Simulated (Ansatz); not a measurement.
ZnH2, relaxed as a singlet with RKS r2SCAN-D4/def2-TZVP in Ansatz, starting from the GFN2-xTB geometry. Force threshold 0.02 eV/Å.

Start:

```xyz
3

Zn    0.000    0.000    0.000
H    -0.932    0.168    1.162
H     0.932   -0.168   -1.162
```

Problem. Estimate the energy that the relaxation releases and the steps that it takes.

Solution. 0.02 eV, in 3 steps; 2 s on 4 threads of Arm Neoverse V1 on a shared host. No frequencies were taken in this run, so the end may be a saddle point.

Problem. Does the start keep its bonding and symmetry?

Solution. By distances, no bond broke or formed. The bond that changes most is Zn1–H3, from 1.50 to 1.53 Å (atoms count from 1). Point group D∞h at the start, D∞h at the end, both within 0.05 Å.

Problem. Predict the relaxed structure.

Solution. 
```xyz
3

Zn    0.000    0.000    0.000
H    -0.952    0.171    1.187
H     0.952   -0.171   -1.187
```
Bond lengths: 2 × H–Zn 1.53 Å.
